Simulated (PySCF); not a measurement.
C3H10Si3, SMILES C=CC1[SiH2][SiH2][SiH2]1.

Coordinates come from a B3LYP-D3(BJ)/def2-SVP optimisation. The structure was generated by enumeration, and PubChem lists no compound with its InChIKey, so it may never have been made. The values are those of a single conformer.

All values below come from PBE0/def2-TZVP (PySCF).

Symmetry labels are those of the subgroup Cs that the program uses (full group Cs).

### Question
List the valence orbital energies around the gap with their symmetry. (Estimate from the structure and the level; the computed values follow.)

### Answer

| orbital | symmetry | energy (eV) |
|---|---|---|
| HOMO−7 | A' | -10.28 |
| HOMO−6 | A' | -9.83 |
| HOMO−5 | A" | -9.80 |
| HOMO−4 | A" | -9.56 |
| HOMO−3 | A' | -9.28 |
| HOMO−2 | A' | -8.25 |
| HOMO−1 | A" | -7.40 |
| HOMO | A" | -6.83 |
| LUMO | A' | -0.56 |
| LUMO+1 | A' | -0.38 |
| LUMO+2 | A" | -0.37 |
| LUMO+3 | A' | 0.57 |
